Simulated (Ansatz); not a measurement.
# Four-centre ligand exchange

Start structure (GeH6SeS, closed shell), relaxed at PBE0-D4/def2-TZVP:

```csv
atom,x (Å),y (Å),z (Å)
Ge1,-0.8177,0.2065,-1.1408
S2,0.9294,1.4940,-0.6192
H3,-0.5229,-1.2496,-0.7568
H4,-1.9783,0.7754,-0.3211
H5,-1.1025,0.3114,-2.6472
H6,0.8183,0.1737,1.7550
Se7,0.1925,-0.6166,2.8286
H8,1.8134,0.7742,-1.3294
H9,0.6678,-1.8690,2.2309
```

The step: GeH₄S ([SH][GeH3]) + H₂Se → GeH₄Se ([GeH3][SeH]) + H₂S; bonds formed: Ge1–Se7, S2–H6; bonds broken: Ge1–S2, H6–Se7. Computed with Ansatz 0.2.0 (basis: def2-TZVPP and def2-QZVPP); correlated methods freeze the cores. Filled d shells of the heavier atoms are correlated. The def2 sets are not built for correlating such inner shells, so the correlated values are less sure here. Extrapolation: Hartree–Fock as exp(−7.88 √X), correlation as X^−2.97. Energies below are by CCSD(T) at an estimated basis limit (MP2 extrapolated from triple and quadruple zeta, plus CCSD(T) − MP2 in triple zeta).

Question: What are the electronic barrier and the energy of the step, from the start structure to the end structure? (To be estimated.)

Answer: By the calculation: Barrier 39.56 kcal/mol; step energy -3.36 kcal/mol (downhill); reverse barrier, their difference, 42.91 kcal/mol. Barrier and step energy count from the start structure, the reverse barrier from the end structure.

The saddle point: One imaginary mode of 559i cm⁻¹.
```tsv
pair	start (Å)	saddle (Å)	end (Å)
Ge1–Se7	4.18	2.79	2.37
S2–H6	2.72	1.51	1.35
Ge1–S2	2.23	2.56	4.04
H6–Se7	1.47	1.92	2.83
```

Zero-point energy (harmonic, PBE0-D4): ZPE is 29.76 kcal/mol at the start and 28.96 kcal/mol at the saddle, so the barrier goes from 39.56 to 38.76 kcal/mol.

No T1 diagnostic of these runs exceeds 0.013.

Labels in which every atom is bracketed show which atoms are joined, not bond orders.

For scale, one of the runs: CCSD(T)/def2-TZVPP, 222 basis functions, launched by `ansatz run in.yaml --threads 8 --pin off --events-out ev --progress --plain --max-ram 19148MiB`. The run took 64 s on 8 CPU threads of a Oxide Virtual Turin-like (shared host), with 3.4 GiB of host memory at its peak.
